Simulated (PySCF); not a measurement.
Si(H)(F) cation (FHSi), SMILES [SiH]F (connectivity only; charge and spin as stated), charge +1, multiplicity 2.

The structure is a stationary point at r2SCAN-D4/def2-TZVPD. The multiplicity is an assumed one; other spin states were not compared. The isomer is the one that the SMILES or the coordinates give; other isomers of the formula were not compared.

These are r2SCAN-D4/def2-TZVPD (PySCF 2.14.0) values and carry that method's errors.

Frequencies are harmonic and unscaled.

List the normal modes with their intensities. (Estimate from the structure and the level; the computed values follow.)


```tsv
mode	ν (cm⁻¹)	IR (km/mol)	moving atoms (share of kinetic energy)
1	667	20.5	H 88 %
2	1024	108.8	F 59 %, Si 40 %
3	1971	23.4	H 96 %
```
